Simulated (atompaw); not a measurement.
u(r) = r·R(r): atom against pseudo-atom (carbon (C))

Columns: radius, all-electron u(r) and pseudo u(r) of the 1s shell (level -280.20 eV) of carbon in the configuration 1s2 2s2 2p1.5; PBE, scalar-relativistic, PAW (atompaw) scheme, atompaw 4.2.0.5.

```json
{"r (bohr)": "0.112", "all-electron": "1.5948", "pseudo": "1.1620"}
{"r (bohr)": "0.223", "all-electron": "1.6752", "pseudo": "1.5797"}
{"r (bohr)": "0.335", "all-electron": "1.3434", "pseudo": "1.3431"}
{"r (bohr)": "0.446", "all-electron": "0.9728", "pseudo": "0.9728"}
{"r (bohr)": "0.558", "all-electron": "0.6649", "pseudo": "0.6649"}
{"r (bohr)": "0.669", "all-electron": "0.4415", "pseudo": "0.4415"}
{"r (bohr)": "0.781", "all-electron": "0.2866", "pseudo": "0.2866"}
{"r (bohr)": "0.892", "all-electron": "0.1843", "pseudo": "0.1843"}
{"r (bohr)": "1.004", "all-electron": "0.1168", "pseudo": "0.1168"}
{"r (bohr)": "1.115", "all-electron": "0.0737", "pseudo": "0.0737"}
{"r (bohr)": "1.227", "all-electron": "0.0460", "pseudo": "0.0460"}
{"r (bohr)": "1.338", "all-electron": "0.0287", "pseudo": "0.0287"}
{"r (bohr)": "1.450", "all-electron": "0.0178", "pseudo": "0.0178"}
{"r (bohr)": "1.562", "all-electron": "0.0109", "pseudo": "0.0109"}
{"r (bohr)": "1.673", "all-electron": "0.0068", "pseudo": "0.0068"}
{"r (bohr)": "1.785", "all-electron": "0.0041", "pseudo": "0.0041"}
{"r (bohr)": "1.896", "all-electron": "0.0025", "pseudo": "0.0025"}
{"r (bohr)": "2.008", "all-electron": "0.0016", "pseudo": "0.0016"}
{"r (bohr)": "2.119", "all-electron": "0.0010", "pseudo": "0.0010"}
{"r (bohr)": "2.231", "all-electron": "0.0006", "pseudo": "0.0006"}
{"r (bohr)": "2.342", "all-electron": "0.0004", "pseudo": "0.0004"}
{"r (bohr)": "2.454", "all-electron": "0.0002", "pseudo": "0.0002"}
{"r (bohr)": "2.565", "all-electron": "0.0001", "pseudo": "0.0001"}
{"r (bohr)": "2.677", "all-electron": "0.0001", "pseudo": "0.0001"}
{"r (bohr)": "2.788", "all-electron": "0.0000", "pseudo": "0.0000"}
{"r (bohr)": "2.900", "all-electron": "0.0000", "pseudo": "0.0000"}
```

**Question.** How many radial nodes do the two functions have?

**Answer.** The all-electron 1s function has n − l − 1 = 0; the pseudo-wave has 0.

**Question.** At about which radius was the pseudo-wave matched?

**Answer.** 0.40 bohr, where the columns begin to agree (steps of 0.11 bohr).

**Question.** Is the pseudo-wave norm-conserving?

**Answer.** No, it belongs to a PAW set: the norm inside the radius is not constrained, and the difference is carried by the augmentation charge.
